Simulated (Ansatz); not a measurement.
H$_{5}$NO$_{3}$Ti, SMILES `[NH2][Ti]([OH])([OH])[OH]` at its PBE0-D4/def2-TZVP geometry, where that method's forces vanish. Charge 0, multiplicity 1.

```xyz
10

N     0.0370    0.4274   -1.5305
Ti    0.0455   -0.1300    0.2665
O     0.0410    1.3580    1.2816
O     1.4943   -1.1768    0.5205
O    -1.4332   -1.1049    0.6335
H     0.4917   -0.0646   -2.2859
H    -0.2955    1.3283   -1.8432
H    -0.5466    1.6145    1.9933
H     2.3503   -0.9713    0.8974
H    -2.1846   -1.2806    0.0668
```

(1) What forces (eV/Å) does PBE-D4/def2-TZVPP give on these atoms in Ansatz 0.2.0? (Estimate.)

Results:

(1) The calculation gave: 
```
N1  -0.028 -0.016 -0.041
Ti2  0.011  0.076  0.004
O3   0.289  0.317 -0.058
O4   0.001 -0.453 -0.125
O5  -0.064 -0.241  0.388
H6   0.149 -0.149 -0.286
H7  -0.115  0.305 -0.140
H8  -0.292  0.128  0.348
H9   0.426  0.111  0.190
H10 -0.377 -0.078 -0.281
```
